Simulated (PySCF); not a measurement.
F3H3O3Si2, SMILES O[Si](O)(O)[Si](F)(F)F.

Geometry optimised at PBE0-D3(BJ)/def2-SVP. The structure was generated by enumeration, and PubChem lists no compound with its InChIKey, so it may never have been made. The values are those of a single conformer.

All values below come from PBE/def2-TZVP run with PySCF.

Isolated molecule, no solvent.

Computed frontier levels, gap, dipole moment:
```
Item                                                                                                           Result
---------------------------------------------------------------------------------------------  ----------------------
highest occupied level                                                                                       -7.28 eV
lowest empty level                                                                                           -1.15 eV
orbital gap                                                                                                   6.13 eV
dipole moment                                                                                                  1.49 D
quadrupole, principal values (traceless, Buckingham form, about the centre of nuclear charge)  -10.62, 5.31, 5.31 D·Å
```
